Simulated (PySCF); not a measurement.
TbH3(H2O): from a saddle point downhill

PySCF 2.14.0, RKS PBE0, Tb lcecp-1-SVP with ECP54, H def2-SVP, O def2-SVP; non-relativistic Hamiltonian with scalar-relativistic core potentials where named; density fitting; no spin-orbit coupling. Relaxed within the symmetry of its start, the geometry (Cs) is

```xyz
7

Tb    0.1287   -0.1434    0.1434
H     1.0094    1.5052    0.9691
H    -0.9776   -1.3514    1.3514
H     1.0094   -0.9691   -1.5052
O    -1.1969    1.2650   -1.2650
H    -1.1696    2.2221   -1.1223
H    -1.1696    1.1223   -2.2221
```

and its lowest harmonic modes are -108, 125, 209, 232, 330, 373 cm⁻¹ (negative: unstable). It was moved along the lowest mode and relaxed again.

Where does it end, and how much lower?

In C1, 0.058 eV lower, after 24 steps:
```xyz
7

Tb    0.0503   -0.2414   -0.0376
H     0.4163    1.7980    0.3229
H    -0.9062   -1.2972    1.3997
H     1.4402   -1.2470   -1.1117
O    -1.2521    1.2474   -1.2585
H    -0.6627    1.8842   -0.7129
H    -1.4520    1.6479   -2.1118
```

How do the contacts change?


```tsv
contact	saddle (Å)	end (Å)
Tb1–H2 (H)	2.043	2.103
Tb1–H3 (H)	2.035	2.024
Tb1–H4 (H)	2.043	2.024
Tb1–O5 (H2O)	2.392	2.325
```
Short contacts between ligands at the end: H2···H6 1.50 Å.

Is the end a minimum?

Yes; lowest modes 158, 222, 261, 282, 437, 518 cm⁻¹.

An lcecp potential fixes the number of 4f electrons, so in runs with it no electron can move into or out of that shell.

State: singlet in the valence, with the 4f electrons in the core potential.
